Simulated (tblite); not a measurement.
Record of a relaxation.

Species: C₅H₉AlClN.
SMILES with atom numbers: `[CH:1]#[N+:2][Al@H-:3]([Cl:4])[CH2:5][C:6](=[CH2:7])[CH3:8]` (hydrogens: H9 on C1; H10 on Al3; H11, H12 on C5; H13, H14 on C7; H15, H16, H17 on C8)
Bond orders are those of one Lewis drawing.

Computed with GFN2-xTB (tblite), gas phase: L-BFGS steps from a force-field or distance-geometry start until the largest atomic force falls under 0.01 eV/Å. 8 of its 127 geometries are shown.

Step 0: E = -647.6625 eV, largest atomic force 4.239 eV/Å
```
atom  x, y, z in Å  |  force x, y, z in eV/Å
C1      4.007   -0.514   -0.631   -2.948   0.965   1.577
N2      3.004   -0.186   -0.092    3.644  -1.082  -1.876
Al3     1.423    0.298    0.775   -1.265  -0.047   2.678
Cl4     0.941   -1.180    2.300    0.684   0.776  -0.917
C5      0.035    0.491   -0.611    0.573   0.065  -1.294
C6     -1.341    0.168   -0.211   -0.744   0.953   0.203
C7     -2.261    1.136   -0.303    0.130   0.225   0.024
C8     -1.773   -1.154    0.308   -1.240  -0.532  -0.680
H9      4.899   -0.788   -1.134   -0.090  -0.002   0.033
H10     1.710    1.675    1.533    0.304  -0.480  -0.424
H11     0.338   -0.127   -1.479   -0.233  -0.018  -0.031
H12     0.077    1.550   -0.980    0.011  -0.673   0.220
H13    -3.303    0.978   -0.008    0.560   0.264  -0.242
H14    -1.925    2.105   -0.680   -0.654  -0.273   0.223
H15    -0.949   -1.808    0.563   -0.097   0.027   0.172
H16    -2.392   -1.646   -0.493    0.613   0.156   0.547
H17    -2.497   -0.987    1.133    0.751  -0.324  -0.214
```

Step 18: E = -648.3884 eV, largest atomic force 0.094 eV/Å
```
atom  x, y, z in Å  |  force x, y, z in eV/Å
C1      3.926   -0.477   -0.570   -0.072   0.024   0.024
N2      2.990   -0.145   -0.006    0.002  -0.029  -0.065
Al3     1.266    0.290    0.946    0.045  -0.011   0.082
Cl4     1.247   -1.179    2.370    0.016   0.003  -0.018
C5      0.027    0.414   -0.650   -0.001   0.001   0.014
C6     -1.403    0.240   -0.250    0.018  -0.050  -0.050
C7     -2.299    1.216   -0.296   -0.036   0.069   0.020
C8     -1.792   -1.137    0.217    0.024   0.016   0.023
H9      4.790   -0.776   -1.103    0.034  -0.009   0.000
H10     1.859    1.618    1.471   -0.052   0.041  -0.014
H11     0.248   -0.285   -1.467    0.019  -0.082   0.021
H12     0.180    1.421   -1.058   -0.032   0.034  -0.047
H13    -3.317    1.065    0.019   -0.039  -0.024   0.004
H14    -2.061    2.204   -0.648    0.065   0.058   0.013
H15    -0.901   -1.708    0.468    0.024  -0.072   0.007
H16    -2.346   -1.679   -0.551    0.036   0.061  -0.030
H17    -2.423   -1.069    1.099   -0.052  -0.030   0.016
```

Step 36: E = -648.4116 eV, largest atomic force 0.073 eV/Å
```
atom  x, y, z in Å  |  force x, y, z in eV/Å
C1      3.889   -0.470   -0.589    0.025   0.024   0.002
N2      2.931   -0.119   -0.078    0.023   0.064   0.026
Al3     1.268    0.351    0.963    0.004   0.003   0.020
Cl4     1.339   -1.151    2.349   -0.001  -0.013   0.034
C5      0.031    0.377   -0.636    0.045   0.001   0.004
C6     -1.400    0.241   -0.236    0.007  -0.021   0.004
C7     -2.267    1.247   -0.242    0.015  -0.009  -0.017
C8     -1.808   -1.143    0.182   -0.024  -0.062   0.017
H9      4.782   -0.780   -1.068   -0.021  -0.025  -0.008
H10     1.781    1.709    1.496   -0.014  -0.046  -0.050
H11     0.263   -0.424   -1.353   -0.001   0.023  -0.027
H12     0.194    1.331   -1.151   -0.036  -0.007  -0.043
H13    -3.293    1.110    0.055    0.006   0.017   0.030
H14    -1.986    2.237   -0.558    0.002   0.027   0.016
H15    -0.930   -1.722    0.465    0.026  -0.026   0.040
H16    -2.306   -1.664   -0.635   -0.005   0.011  -0.072
H17    -2.495   -1.117    1.024   -0.051   0.039   0.024
```

Step 54: E = -648.4649 eV, largest atomic force 0.122 eV/Å
```
atom  x, y, z in Å  |  force x, y, z in eV/Å
C1      3.846   -0.344   -0.588    0.073  -0.018  -0.027
N2      3.005    0.260   -0.102   -0.030  -0.062   0.007
Al3     1.277    0.454    0.919   -0.061  -0.009  -0.021
Cl4     1.460   -1.030    2.314    0.004  -0.001   0.024
C5      0.060    0.199   -0.688    0.089  -0.025  -0.080
C6     -1.345    0.175   -0.187   -0.022   0.037  -0.044
C7     -2.076    1.274   -0.033    0.011  -0.025   0.010
C8     -1.911   -1.185    0.093    0.019  -0.052  -0.030
H9      4.639   -0.884   -1.041   -0.074   0.040   0.016
H10     1.533    1.877    1.442   -0.061  -0.009  -0.022
H11     0.230   -0.704   -1.289    0.061   0.037   0.010
H12     0.206    1.062   -1.349   -0.022  -0.020   0.041
H13    -3.095    1.222    0.307   -0.030   0.066   0.051
H14    -1.687    2.253   -0.259    0.002  -0.002   0.020
H15    -1.186   -1.799    0.627    0.018   0.042   0.057
H16    -2.133   -1.689   -0.850   -0.012  -0.015  -0.009
H17    -2.830   -1.127    0.672    0.035   0.017  -0.003
```

Step 72: E = -648.5063 eV, largest atomic force 0.103 eV/Å
```
atom  x, y, z in Å  |  force x, y, z in eV/Å
C1      3.757   -0.333   -0.575    0.094   0.013  -0.039
N2      2.954    0.248   -0.001   -0.076  -0.009  -0.005
Al3     1.159    0.451    0.880   -0.057   0.036  -0.024
Cl4     1.411   -0.939    2.360   -0.047   0.007   0.011
C5      0.092    0.124   -0.816    0.092  -0.009  -0.029
C6     -1.271    0.141   -0.221   -0.008   0.043  -0.008
C7     -1.891    1.277    0.099    0.028  -0.034   0.047
C8     -1.889   -1.196    0.060   -0.027  -0.011   0.023
H9      4.521   -0.843   -1.105   -0.065   0.010   0.021
H10     1.118    1.919    1.326    0.022  -0.043   0.016
H11     0.229   -0.754   -1.452    0.005   0.013   0.002
H12     0.237    1.021   -1.431   -0.004  -0.063  -0.003
H13    -2.869    1.279    0.549   -0.019   0.036   0.005
H14    -1.443    2.238   -0.096   -0.019  -0.028  -0.018
H15    -1.280   -1.729    0.794    0.036  -0.032  -0.075
H16    -1.951   -1.802   -0.845    0.091   0.030   0.025
H17    -2.893   -1.090    0.462   -0.044   0.040   0.047
```

Step 90: E = -648.5250 eV, largest atomic force 0.063 eV/Å
```
atom  x, y, z in Å  |  force x, y, z in eV/Å
C1      3.686   -0.312   -0.581    0.020  -0.002  -0.003
N2      2.864    0.218    0.016   -0.022  -0.006   0.037
Al3     1.079    0.446    0.885   -0.004   0.044  -0.014
Cl4     1.173   -0.932    2.390    0.008  -0.007   0.007
C5      0.112    0.109   -0.872    0.063   0.004  -0.003
C6     -1.227    0.142   -0.228    0.034  -0.017  -0.002
C7     -1.816    1.283    0.136   -0.040   0.034  -0.008
C8     -1.831   -1.195    0.075   -0.009  -0.002  -0.002
H9      4.449   -0.790   -1.138   -0.015   0.002  -0.009
H10     1.077    1.911    1.331    0.002  -0.002  -0.008
H11     0.235   -0.780   -1.492   -0.004   0.014   0.001
H12     0.265    0.994   -1.496   -0.034  -0.022  -0.006
H13    -2.773    1.299    0.629   -0.001  -0.009  -0.004
H14    -1.391    2.241   -0.117    0.025  -0.024   0.021
H15    -1.181   -1.737    0.766   -0.005  -0.008  -0.020
H16    -1.913   -1.788   -0.836   -0.030  -0.001   0.011
H17    -2.817   -1.097    0.523    0.010   0.002   0.002
```

Step 108: E = -648.5319 eV, largest atomic force 0.047 eV/Å
```
atom  x, y, z in Å  |  force x, y, z in eV/Å
C1      3.652   -0.302   -0.573    0.038   0.015  -0.011
N2      2.848    0.213    0.062    0.015  -0.014  -0.025
Al3     1.062    0.500    0.893    0.010  -0.014   0.015
Cl4     1.109   -0.886    2.394   -0.006   0.010   0.018
C5      0.132    0.094   -0.874    0.029   0.008   0.023
C6     -1.204    0.127   -0.225    0.006  -0.001  -0.001
C7     -1.777    1.272    0.158   -0.025   0.008  -0.004
C8     -1.831   -1.204    0.059   -0.016   0.003  -0.017
H9      4.398   -0.761   -1.169   -0.039   0.006   0.025
H10     1.077    1.967    1.320   -0.007   0.005  -0.010
H11     0.281   -0.826   -1.441   -0.023  -0.021  -0.013
H12     0.258    0.941   -1.554   -0.017   0.012   0.010
H13    -2.739    1.295    0.644    0.032   0.000  -0.004
H14    -1.335    2.226   -0.082   -0.002  -0.030   0.008
H15    -1.155   -1.807    0.669    0.000   0.013  -0.023
H16    -2.008   -1.742   -0.873   -0.003  -0.008   0.002
H17    -2.777   -1.096    0.584    0.007   0.007   0.008
```

Step 126: E = -648.5344 eV, largest atomic force 0.009 eV/Å
```
atom  x, y, z in Å  |  force x, y, z in eV/Å
C1      3.651   -0.294   -0.574    0.001   0.003   0.004
N2      2.846    0.206    0.071   -0.005  -0.003  -0.001
Al3     1.061    0.504    0.904   -0.002  -0.004  -0.005
Cl4     1.075   -0.834    2.445    0.000   0.005  -0.003
C5      0.142    0.080   -0.867   -0.001   0.000   0.006
C6     -1.197    0.118   -0.224   -0.001  -0.003   0.004
C7     -1.765    1.264    0.163   -0.002   0.005   0.001
C8     -1.835   -1.210    0.045    0.000   0.001  -0.001
H9      4.388   -0.748   -1.183    0.001   0.000   0.002
H10     1.074    1.984    1.287    0.006   0.001  -0.002
H11     0.281   -0.838   -1.440    0.003  -0.004  -0.005
H12     0.273    0.931   -1.539   -0.001   0.009  -0.002
H13    -2.727    1.291    0.647    0.009  -0.002   0.000
H14    -1.314    2.215   -0.071   -0.002   0.001   0.002
H15    -1.135   -1.850    0.584    0.003  -0.002   0.005
H16    -2.083   -1.705   -0.894   -0.003  -0.003  -0.006
H17    -2.743   -1.103    0.634   -0.006  -0.003   0.002
```

**Question.** Summarise the path.

**Answer.** The energy falls by 0.8720 eV from step 0 to step 126; nine tenths of that is first reached at step 48. It rises by more than 0.2 meV at steps 1 and 47. The largest force goes from 4.239 to 0.009 eV/Å. Among the bonds Al3–Cl4 changes most, from 2.178 to 2.042 Å; the atoms move by 0.587 Å rms after alignment.

The cost below is that of the whole relaxation. On an Arm Neoverse V2 with one thread (shared host), this took 0.98 s of wall time.
